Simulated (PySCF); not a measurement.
# Run times: holmium in x2c-TZVPPall

Measured wall times of calculations with PySCF 2.14 in x2c-TZVPPall (11s7p7d4f2g, 113 functions), with scalar relativity by spin-free X2C-1e, run from one Python driver. Hardware: 1 thread of Neoverse-N1 on a shared host, 1.3 GiB allowed. The two-electron integrals over 113 functions were computed once and kept in memory (18 CPU seconds with the set-up); the times below exclude them. Kohn-Sham runs start from converged Hartree-Fock orbitals.

Launch command (the driver calls PySCF for each step listed in the task file):

```bash
OMP_NUM_THREADS=1 python atomrun2.py TASK.json OUT
```

```tsv
species	step	iterations	wall time (s)
Ho [Xe] 4f11 6s2	UHF with spin-orbit constants	10	9
Ho [Xe] 4f11 6s2	LDA	7	5.2
Ho [Xe] 4f11 6s2	PBE	7	8.7
Ho [Xe] 4f11 6s2	PBE0	8	11
Ho [Xe] 4f11 6s2	MP2 (21 electrons)		2.5
Ho [Xe] 4f11 6s2	MP2 (39 electrons)		4.1
Ho⁺ [Xe] 4f11 6s1	UHF with spin-orbit constants	9	4.4
Ho⁺ [Xe] 4f11 6s1	LDA	7	5.2
Ho⁺ [Xe] 4f11 6s1	PBE	7	8.7
Ho⁺ [Xe] 4f11 6s1	PBE0	7	10
Ho⁺ [Xe] 4f11 6s1	r2SCAN	7	20
Ho⁺ [Xe] 4f11 6s1	MP2 (20 electrons)		2.5
Ho⁺ [Xe] 4f11 6s1	MP2 (38 electrons)		4.2
```

Task: Roughly how long does r2SCAN take for Ho [Xe] 4f11 6s2 here?

Result: About 26 s.

Peak memory of the process: 0.61 GiB. Times on a shared host vary from run to run.
